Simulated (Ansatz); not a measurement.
Cartesian coordinates in Å:
```
B 0.525 -1.340 -0.234
S -0.916 -0.658 -1.082
Si -0.406 1.004 0.165
Se 1.355 -0.127 1.054
H 0.935 -2.437 -0.441
H -1.467 1.345 1.143
H -0.027 2.214 -0.604
```

Charge 0, multiplicity 1.

(1) List the r2SCAN/def2-TZVPP orbital energies in eV (Ansatz). (An estimate is asked.)

Results:

(1) Computed: Occupied: -12334.25, -2409.34, -1792.47, -1574.91, -1412.14, -1412.12, -1412.10, -213.81, -211.03, -181.92, -157.83, -157.79, -157.74, -154.43, -154.38, -154.29, -142.81, -97.71, -97.67, -97.62, -54.80, -54.79, -54.71, -54.68, -54.67, -20.14, -17.96, -13.79, -11.82, -10.48, -9.89, -9.53, -7.83, -7.77, -7.61, -6.56. Lowest empty: -1.89, -1.21, -1.02, 0.42, 0.87, 1.67, 2.03, 2.21.
